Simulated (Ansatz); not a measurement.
Molecule: sum formula BNH2 (charge -1, doublet). 
Structure (B3LYP-D3(BJ)/def2-TZVP (Ansatz, an electronic-structure program) minimum search):
```
B
N 1 1.3440
H 2 1.0159 1 116.51
H 1 1.2278 2 126.10 3 180.00
```
Charge -1, spin multiplicity 2.

Basis-set convergence of Hartree-Fock and CCSD correlation energies (hartree) with Ansatz. Valence correlation only, unless marked. UHF or UKS for open shells. Spin-orbit coupling is left out. Non-relativistic.

```tsv
basis	functions	E(HF)	E(corr, CCSD)
def2-SVPD	56	-80.17879	-0.28842
def2-TZVPPD	108	-80.27042	-0.33170
def2-QZVPPD	192	-80.27473	-0.34804
```

Extrapolating the two largest sets (X = 3 and 4) as X^-3: E(corr) = (64·(-0.34804) - 27·(-0.33170))/37 = -0.3600 Eh, an estimate of the basis-set limit. The largest set recovers 96.7 % of it, the smallest 80.1 %.
